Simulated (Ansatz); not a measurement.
BrFH5NSi2, SMILES `N[SiH2][SiH](F)Br`. Charge 0, multiplicity 1. Geometry: relaxed with PBE0-D4/def2-TZVP. It is one conformer, not always the lowest.

```xyz
10

N     0.779    0.452   -1.495
Si    0.898    0.328    0.209
Si   -1.068   -0.717    0.941
F    -1.080   -2.279    0.607
Br   -2.742    0.226   -0.188
H     1.588    0.652   -2.060
H    -0.068    0.793   -1.919
H     2.097   -0.483    0.548
H     0.992    1.607    0.978
H    -1.396   -0.579    2.380
```

Question: What is the dipole moment at B3LYP/def2-TZVPP? (An estimate is asked.)

Answer: Computed: 2.21 D, with components (1.55, 1.49, -0.48) D in this frame, pointing from negative to positive charge.

Question: And with PBE, r2SCAN, ωB97M-V? (An estimate is asked.)

Answer: The calculation gave: PBE 2.10 D, r2SCAN 2.16 D, ωB97M-V 2.23 D.

Question: Give the Mulliken charges with B3LYP, ωB97M-V, r2SCAN in def2-TZVPP. (Best estimate.)

Answer: Computed: 
| atom | B3LYP | ωB97M-V | r2SCAN |
| --- | --- | --- | --- |
| N1 | -0.39 | -0.37 | -0.45 |
| Si2 | 0.31 | 0.24 | 0.34 |
| Si3 | 0.58 | 0.49 | 0.58 |
| F4 | -0.31 | -0.29 | -0.31 |
| Br5 | -0.24 | -0.21 | -0.23 |
| H6 | 0.14 | 0.12 | 0.16 |
| H7 | 0.14 | 0.13 | 0.16 |
| H8 | -0.07 | -0.02 | -0.07 |
| H9 | -0.09 | -0.05 | -0.10 |
| H10 | -0.07 | -0.03 | -0.08 |

B3LYP here is the variant with VWN-RPA as its local correlation; programs differ in this.
